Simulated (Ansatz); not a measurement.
Born–Oppenheimer molecular dynamics of ClFH₆Si₃ (11 atoms, charge 0, multiplicity 1). It starts from a relaxed structure.

These are results of RKS r2SCAN/STO-3G (Ansatz), not measurements.

* ensemble: NVE (velocity Verlet)
* time step: 0.5 fs
* steps asked: 166
* starting velocities drawn for: 300 K
* seed: 324027

First frame:

```xyz
11
Properties=species:S:1:pos:R:3
Si 0.125 -0.214 0.136
F 0.282 -0.448 1.756
Si 2.155 0.141 -0.838
H 2.977 -1.042 -0.697
H 1.977 0.404 -2.248
H 2.842 1.258 -0.230
Cl -0.970 1.624 -0.039
Si -1.172 -1.836 -0.802
H -2.432 -1.969 -0.105
H -1.428 -1.514 -2.188
H -0.479 -3.105 -0.751
```

How far do the bonds stretch over the last three quarters of this one trajectory? (Pairs bonded in most of those frames.)


| bond | mean (Å) | spread (Å) | shortest | longest |
| --- | --- | --- | --- | --- |
| Si1–F2 | 1.651 | 0.029 | 1.60 | 1.69 |
| Si1–Si3 | 2.287 | 0.026 | 2.23 | 2.31 |
| Si1–Cl7 | 2.154 | 0.047 | 2.08 | 2.22 |
| Si1–Si8 | 2.287 | 0.035 | 2.25 | 2.35 |
| Si3–H4 | 1.448 | 0.010 | 1.43 | 1.46 |
| Si3–H5 | 1.448 | 0.019 | 1.42 | 1.48 |
| Si3–H6 | 1.448 | 0.032 | 1.40 | 1.50 |
| Si8–H9 | 1.446 | 0.013 | 1.43 | 1.47 |
| Si8–H10 | 1.447 | 0.012 | 1.43 | 1.47 |
| Si8–H11 | 1.450 | 0.027 | 1.41 | 1.49 |

Mean temperature of the second half: 144 K. The conserved energy stayed within 0.12 meV per atom of its start (net change 0.091 meV per atom), so the integration is sound. Over the second half the temperature averaged 0.48 of the 300 K drawn at the start: a run that starts near a minimum puts about half its kinetic energy into the potential. A run of 0.083 ps of so small a system gives no equilibrium averages. Limits of this set-up: minimal basis.

Run time: 8.6 min on 1 thread of Intel(R) Xeon(R) Platinum 8488C (Sapphire Rapids), with other jobs on the host, peak memory 0.14 GiB.
